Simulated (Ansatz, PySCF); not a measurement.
Process, species as SMILES: NB(F)F + H+ → [NH3+]B(F)F
Each molecule is optimised on its own at B3LYP-D3(BJ)/def2-TZVP (Ansatz, an electronic-structure program), one conformer each, not searched for the lowest.

Wanted: proton affinity (electronic energy difference), positive where the reaction releases energy, in eV. Correlated levels leave the core frozen unless marked. Spin-orbit coupling is left out. No relativistic terms. CBS(X,Y): correlation extrapolated as X^-3; Hartree-Fock from the larger set. The bracket is a focal-point correction in the basis named.

RI-MP2/CBS(cc-pVTZ,cc-pVQZ)+[CCSD(T)-MP2]/cc-pVTZ (Ansatz) gives 8.10 eV.

Problem. Another calculation gave 8.11 eV. Which level was it?
A. B97M-V/def2-TZVPD (Ansatz)
B. SVWN5/def2-TZVPD (Ansatz)
C. M06-2X/def2-TZVPD (PySCF)

Solution. A, B97M-V/def2-TZVPD (Ansatz). The others give 7.78 (SVWN5), 7.97 (M06-2X) eV.
